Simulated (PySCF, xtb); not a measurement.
Zr(F)3(OH) (F3HOZr), SMILES [OH][Zr]([F])([F])[F], multiplicity 1.

GFN2-xTB (xtb) at its own geometry gives an orbital gap of 5.40 eV and a dipole moment of 3.53 D.

Geometry: B3LYP-D3(BJ)/def2-SVP. The spin state was assumed, not searched. The structure was generated by enumeration; whether it is a known compound was not checked. The def2 effective core potentials stand for the cores of Zr; spin–orbit coupling is left out. The values are those of a single conformer.

Question: What does B3LYP/def2-TZVP (PySCF) give? (Estimate from the structure and the level; the computed values follow.)

Answer: gap 8.92 eV (levels -9.99 and -1.06 eV), dipole 2.74 D.
